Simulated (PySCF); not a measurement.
**SF₆: calculation against measurement**

Isolated SF₆, optimised in PySCF with density fitting and no spin–orbit coupling; def2 sets carry scalar-relativistic core potentials from Rb on. It is a singlet of Oh symmetry: PBE0/def2-TZVP S–F 1.565 Å (×6).

Counting electrons, sulfur keeps none of its valence electrons outside its bonds, so the VSEPR class is AX6 and the expected shape is octahedral (Oh), as computed.

**Question.** The measured mean polarisability is 4.49 Å³ (NIST CCCBDB Release 22 (SRD 101), experimental polarizabilities). What do the calculations give?

**Answer.** PBE0/def2-TZVP 3.81 Å³. Basis sets without diffuse functions underestimate polarisabilities.
